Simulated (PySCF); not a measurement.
## Working out the ionisation energy of Ne²⁺

Ne²⁺ [He] 2s2 2p4 (3P) → Ne³⁺ [He] 2s2 2p3 (4S). Computed with PySCF 2.14 in 6-31G* (3s2p1d, 14 functions), with the non-relativistic Hamiltonian (point nucleus). Frozen: 1s2. Energies in hartree (1 hartree = 27.21139 eV):

```csv
part,Ne²⁺ (lower),Ne³⁺ (upper)
UHF,-126.299810,-124.031662
CCSD correlation,-0.066069,-0.041289
(T),-0.000728,-0.000225
```

What does Hartree-Fock give?

(-124.031662) − (-126.299810) = 2.268148 hartree = 61.719 eV.

What do CCSD and CCSD(T) give?

The CCSD correlation energies differ by 0.024780 hartree = 0.674 eV and the triples by 0.000503 hartree = 0.014 eV, so CCSD gives 62.393 eV and CCSD(T) 62.407 eV.

Reference: 63.423 eV (measured; NIST Atomic Spectra Database, ionization energies), between the lowest levels; spin-orbit coupling is absent from the calculation.

What remains against the reference includes basis incompleteness, the frozen core and higher excitations.
